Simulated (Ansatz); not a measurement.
The cluster Te₂Se₃ (the lowest singlet isomer of a short search). Total charge 0; singlet. Geometry PBE-D4/def2-SVP, basis def2-TZVP, Ansatz.

```tsv
atom	x (Å)	y (Å)	z (Å)
Se1	-1.789	-0.773	0.717
Se2	-1.236	-0.108	-1.665
Se3	2.005	-0.475	0.333
Te4	0.119	0.207	1.991
Te5	0.900	1.149	-1.376
```

```
run  HOMO (eV)  LUMO (eV)
  A      -8.44      -1.06
  B      -8.03      -1.16
  C      -6.07      -2.92
  D      -5.12      -3.51
  E      -5.33      -3.54
```

In the def2 sets Te takes a core potential; there is no spin–orbit coupling. LC-ωPBE has ω = 0.4 bohr⁻¹. The structure comes from a short search, and lower isomers may exist.

The runs used LC-ωPBE, PBE, PBE0, r2SCAN, ωB97M-V. Estimate which is which.

A LC-ωPBE (range-separated); B ωB97M-V (range-separated); C PBE0 (25 % exact exchange); D PBE (0 % exact exchange); E r2SCAN (0 % exact exchange). Exact exchange lowers occupied and raises empty levels; among semilocal functionals meta-GGAs tend to open the gap a little, and such runs are hard to tell apart. The gap grows from 1.61 eV (PBE) to 7.38 eV (LC-ωPBE).
